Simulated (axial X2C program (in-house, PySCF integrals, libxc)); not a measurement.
**LiLa: properties at the nuclei**

Computed with an in-house all-electron X2C program for linear molecules (integrals from PySCF): two-component X2C with atomic mean-field Coulomb and Gaunt terms, Gaussian nuclei, basis La dyall-cv3z, Li dyall-cv3z with contracted cores.

R = 3.355 Å (near the PBE0 minimum at charge 0 of the determinant lowest at the starting distance; the state shown can have its own minimum elsewhere).

Determinant lowest in the PBE0 search, Ω = 1 (⟨Sz⟩ = -0.99, ⟨Lz⟩ = 1.99 at PBE0), spin on the atoms La -1.11, Li 0.12:

```csv
level,Eeff magnitude (GV/cm),Ws magnitude La (kHz),A∥/gI La (MHz),qzz La (a.u.),A∥/gI Li (MHz),qzz Li (a.u.),μ (D)
PBE0,2.56,1.52,-650,-0.03,11.7,-0.01,0.16
BHandHLYP,3.32,1.93,-449,-0.13,-6.52,-0.01,0.36
B3LYP,3.07,1.83,-467,0.10,-8.35,-0.01,0.91
PBE50,2.17,1.25,-766,-0.19,20.2,-0.01,-0.57
```

Eeff is the effective electric field on the electron electric dipole moment in this Ω state and Ws the scalar–pseudoscalar constant of the nucleus named (defined with the proton number Z and per Ω); A∥ (defined per Ω) follows by multiplying with gI = μI/(I μN); qzz is the electric field gradient, eQq0 = 234.96 MHz × Q/barn × qzz; μ is positive if the Li end (last atom) is positive. The operators were transformed with the bare-nucleus X2C matrices; with these basis sets, hyperfine constants and field gradients can be off by tens of per cent, and where levels differ in sign neither size nor sign is settled.

Question: With gI(139La) = 0.7952 (g factors from the IAEA table of nuclear moments by Stone), turn the PBE0 values of the first state into constants in MHz.

Answer: A∥(139La) = -650 × 0.7952 = -517 MHz.

Each state is one determinant with collinear spin, which with several unpaired electrons need not be a pure state. With several open shells hyperfine constants can be off by a factor of several. Open-shell Ω = 0 determinants with evenly filled partner blocks cannot be reached by this program, so the Ω shown need not be the lowest component. Left out as unconverged or as another state under the same occupation: HF in at least one table. States lie within half an eV, so the first need not be the ground state. Further determinants of the search, some of them spin-mixed, are not shown. Where a field gradient or hyperfine factor spreads by more than a factor of two over the levels, a constant derived from it is not to be relied on.
